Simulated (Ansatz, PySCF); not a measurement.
CH5FO2Si2, SMILES O[Si@]1(F)CO[SiH2]1. Atoms are numbered in the order given.

```xyz
11

O      1.8520    -0.3101    -1.1196
Si     0.6677    -0.1219     0.0253
F      1.3818    -0.0101     1.4919
C     -0.6879    -1.4577    -0.1269
O     -1.8244    -0.5775    -0.3575
Si    -1.3195     1.0488    -0.3188
H      2.5532     0.3558    -1.1660
H     -0.5671    -2.1442    -0.9823
H     -0.8613    -2.0629     0.7796
H     -1.9580     1.8228     0.7817
H     -1.5888     1.7599    -1.5994
```
Charge 0, spin multiplicity 1.

Geometry optimised at TPSSh-D3(BJ)/def2-SVP. The structure was generated by enumeration; whether it is a known compound was not checked. One conformer was computed; it need not be the lowest.

Two levels are set side by side: PBE-D3(BJ)/def2-SVP (Ansatz, an electronic-structure program) and TPSSh-D3(BJ)/def2-SVP (PySCF). Each level has its own optimised geometry; the coordinates shown are those of the second. Frequencies come from the Hessian of PySCF at each geometry. Differences are taken from unrounded values.

```
quantity                            TPSSh-D3(BJ)
----------------------------------  ------------
mean bond length (Å)                       1.532
bond O1–Si2 (Å)                            1.658
bond Si2–F3 (Å)                            1.635
bond Si2–C4 (Å)                            1.909
bond Si2–Si6 (Å)                           2.332
bond C4–O5 (Å)                             1.456
bond O5–Si6 (Å)                            1.703
bond O1–H7 (Å)                             0.968
bond C4–H8 (Å)                             1.103
bond C4–H9 (Å)                             1.104
bond Si6–H10 (Å)                           1.489
bond Si6–H11 (Å)                           1.489
highest harmonic wavenumber (cm⁻¹)          3832
mean harmonic wavenumber (cm⁻¹)             1079
zero-point energy (kcal/mol)               41.65
```

Question: What does PBE-D3(BJ) give, and how far is it from TPSSh-D3(BJ)? (The exact figures need the calculation; the answer reports its results.)

Answer: 
```json
[
 {"quantity": "mean bond length (Å)", "PBE-D3(BJ)": "1.542", "PBE-D3(BJ) minus TPSSh-D3(BJ)": "0.010"},
 {"quantity": "bond O1–Si2 (Å)", "PBE-D3(BJ)": "1.670", "PBE-D3(BJ) minus TPSSh-D3(BJ)": "0.012"},
 {"quantity": "bond Si2–F3 (Å)", "PBE-D3(BJ)": "1.646", "PBE-D3(BJ) minus TPSSh-D3(BJ)": "0.011"},
 {"quantity": "bond Si2–C4 (Å)", "PBE-D3(BJ)": "1.917", "PBE-D3(BJ) minus TPSSh-D3(BJ)": "0.008"},
 {"quantity": "bond Si2–Si6 (Å)", "PBE-D3(BJ)": "2.347", "PBE-D3(BJ) minus TPSSh-D3(BJ)": "0.015"},
 {"quantity": "bond C4–O5 (Å)", "PBE-D3(BJ)": "1.452", "PBE-D3(BJ) minus TPSSh-D3(BJ)": "-0.004"},
 {"quantity": "bond O5–Si6 (Å)", "PBE-D3(BJ)": "1.718", "PBE-D3(BJ) minus TPSSh-D3(BJ)": "0.015"},
 {"quantity": "bond O1–H7 (Å)", "PBE-D3(BJ)": "0.974", "PBE-D3(BJ) minus TPSSh-D3(BJ)": "0.006"},
 {"quantity": "bond C4–H8 (Å)", "PBE-D3(BJ)": "1.113", "PBE-D3(BJ) minus TPSSh-D3(BJ)": "0.009"},
 {"quantity": "bond C4–H9 (Å)", "PBE-D3(BJ)": "1.113", "PBE-D3(BJ) minus TPSSh-D3(BJ)": "0.009"},
 {"quantity": "bond Si6–H10 (Å)", "PBE-D3(BJ)": "1.507", "PBE-D3(BJ) minus TPSSh-D3(BJ)": "0.017"},
 {"quantity": "bond Si6–H11 (Å)", "PBE-D3(BJ)": "1.507", "PBE-D3(BJ) minus TPSSh-D3(BJ)": "0.017"},
 {"quantity": "highest harmonic wavenumber (cm⁻¹)", "PBE-D3(BJ)": "3757", "PBE-D3(BJ) minus TPSSh-D3(BJ)": "-75"},
 {"quantity": "mean harmonic wavenumber (cm⁻¹)", "PBE-D3(BJ)": "1044", "PBE-D3(BJ) minus TPSSh-D3(BJ)": "-35"},
 {"quantity": "zero-point energy (kcal/mol)", "PBE-D3(BJ)": "40.31", "PBE-D3(BJ) minus TPSSh-D3(BJ)": "-1.33"}
]
```

Exact exchange shortens and stiffens bonds; PBE has none. Differences between two approximate levels are no errors against the true value.
